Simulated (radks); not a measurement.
Values are calculated unless marked as measured or tabulated.
Kinetic energies: the exact non-interacting value of the Kohn-Sham orbitals and orbital-free approximations, as 100 (|E| - |E exact|)/|E exact|, negative where the magnitude is too small. Species: Ca2+ [Ar]; Ag [Kr] 4d10 5s1; Kr [Kr]; Ge4+ [Ar] 3d10. Code: a radial shooting solver on a logarithmic mesh with Libxc functionals. Model: non-relativistic Kohn-Sham, LDA (Slater exchange, Perdew-Wang correlation), spin-polarised, spherical densities, point nucleus. Every spin shell is full or empty, so the densities are truly spherical. Functionals are evaluated on that one density, not self-consistently.

| functional | Ca2+ | Ag | Kr | Ge4+ |
|---|---|---|---|---|
| exact (hartree) | 674.012 | 5191.82 | 2747.81 | 2068.06 |
| Thomas-Fermi | -6.95 | -5.39 | -5.88 | -6.19 |
| von Weizsacker | -43.38 | -57.64 | -53.72 | -51.69 |
| TF + vW | +49.67 | +36.97 | +40.40 | +42.12 |
| TF + vW/5 | +4.38 | +3.08 | +3.38 | +3.47 |
| LC94 | +0.08 | +0.07 | +0.03 | -0.06 |
| APBEK | +0.19 | +0.12 | +0.10 | +0.02 |
| revAPBEK | +0.50 | +0.31 | +0.32 | +0.25 |
| Thakkar | -0.22 | -0.55 | -0.49 | -0.54 |
| Pearson | -1.41 | -0.94 | -1.07 | -1.23 |
| PG1 | +22.41 | +15.42 | +17.15 | +18.08 |
| DePristo-Kress | +0.02 | -0.09 | -0.09 | -0.16 |
| Ernzerhof | -0.12 | -0.40 | -0.40 | -0.44 |
